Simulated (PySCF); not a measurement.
C3H8Mg, SMILES C[CH](C)[MgH]. Coordinates come from a ωB97X-D3(BJ)/def2-SVP optimisation.

Computed equilibrium geometry at ωB97X-D3(BJ)/def2-SVP (PySCF confirms it by a frequency run) as Cartesian coordinates in Å, and its point group:
point group Cs.
```xyz
12

Mg     1.6852     0.0222     0.0000
H      3.3547     0.3710     0.0000
C     -0.3870    -0.3958     0.0000
C     -1.0883     0.1312     1.2628
C     -1.0883     0.1312    -1.2628
H     -0.4946    -1.4991     0.0000
H     -2.1704    -0.1085     1.2666
H     -1.0153     1.2312     1.3473
H     -0.6644    -0.2917     2.1907
H     -0.6644    -0.2917    -2.1907
H     -2.1704    -0.1085    -1.2666
H     -1.0153     1.2312    -1.3473
```
Charge 0, spin multiplicity 1.
